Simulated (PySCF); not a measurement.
H⁻ (hydrogen, charge -1) across methods

1s2, closed-shell 1S. All numbers are calculated (PySCF 2.14, no relativity, point nucleus, in def2-QZVPPD (4s4p2d1f, 33 functions)).

```json
{"method": "wB97M-V", "E (hartree)": "-0.5106", "mean ε 1s (eV)": "-0.119", "Σ⟨r²⟩ (bohr²)": "12.63", "⟨S²⟩": "0.000"}
{"method": "PBE", "E (hartree)": "-0.5104", "mean ε 1s (eV)": "3.014", "Σ⟨r²⟩ (bohr²)": "12.64", "⟨S²⟩": "0.000"}
{"method": "PBE0", "E (hartree)": "-0.5111", "mean ε 1s (eV)": "1.945", "Σ⟨r²⟩ (bohr²)": "12.52", "⟨S²⟩": "0.000"}
{"method": "LDA", "E (hartree)": "-0.4967", "mean ε 1s (eV)": "2.974", "Σ⟨r²⟩ (bohr²)": "12.96", "⟨S²⟩": "0.000"}
{"method": "TPSSh", "E (hartree)": "-0.5166", "mean ε 1s (eV)": "2.363", "Σ⟨r²⟩ (bohr²)": "12.40", "⟨S²⟩": "0.000"}
{"method": "r2SCAN", "E (hartree)": "-0.5132", "mean ε 1s (eV)": "2.768", "Σ⟨r²⟩ (bohr²)": "12.48", "⟨S²⟩": "0.000"}
{"method": "M06-L", "E (hartree)": "-0.5163", "mean ε 1s (eV)": "2.753", "Σ⟨r²⟩ (bohr²)": "12.45", "⟨S²⟩": "0.000"}
{"method": "UHF", "E (hartree)": "-0.47758", "mean ε 1s (eV)": "-0.592", "Σ⟨r²⟩ (bohr²)": "12.37", "⟨S²⟩": "0.000"}
```

Problem. Estimate the same row for r2SCAN0.

Solution. E (hartree) = -0.5123; mean ε 1s (eV) = 1.812; Σ⟨r²⟩ (bohr²) = 12.42; ⟨S²⟩ = 0.000.

The outer electron is barely bound at this level, so radii and moments hang on the diffuse functions.

The highest occupied level is positive at PBE, PBE0, r2SCAN0, LDA, TPSSh, r2SCAN, M06-L: only the finite basis holds that electron, which in a density functional comes from self-interaction.
